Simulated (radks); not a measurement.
Spherical quantum dot in the effective-mass picture: electrons in a well V = -V0 / (1 + exp((r - R)/a)) with V0 = 12.8, R = 2.27, a = 0.25, all in effective atomic units (hartree* = m*/eps^2 hartree, bohr* = eps/m* bohr), one dielectric constant everywhere. Method: non-relativistic Kohn-Sham, PBE, spin-polarised, spherical densities; computed with a radial shooting solver with Libxc functionals. Levels are named by radial order and angular momentum (1s, 1p, 1d, 2s, ...), and open shells are averaged over m. Results are scaled to m* = 0.205 and eps = 13.1, for which hartree* = 32.51 meV and bohr* = 3.382 nm.

N = 9, configuration 1s2 1p6 1d(up 1, down 0). This is the lowest configuration that the search found. Occupied and some empty levels:

| level | occupation | eigenvalue (meV) | <r> (nm) |
|---|---|---|---|
| 1s up | 1 | -199.54 | 4.260 |
| 1s down | 1 | -198.60 | 4.238 |
| 1p up | 3 | -173.17 | 4.868 |
| 1p down | 3 | -171.93 | 4.858 |
| 1d up | 1 | -137.33 | 5.318 |
| 1d down | 0 | -135.93 | 5.314 |
| 2s up | 0 | -110.88 | 4.229 |
| 2s down | 0 | -110.27 | 4.239 |
| 1f up | 0 | -94.158 | 5.695 |
| 1f down | 0 | -92.694 | 5.696 |
| 2p up | 0 | -61.943 | 4.934 |
| 2p down | 0 | -61.255 | 4.938 |

Energy (meV): total -2362.01, kinetic 424.33, external -3465.3, Hartree 839.16, exchange-correlation -160.22.
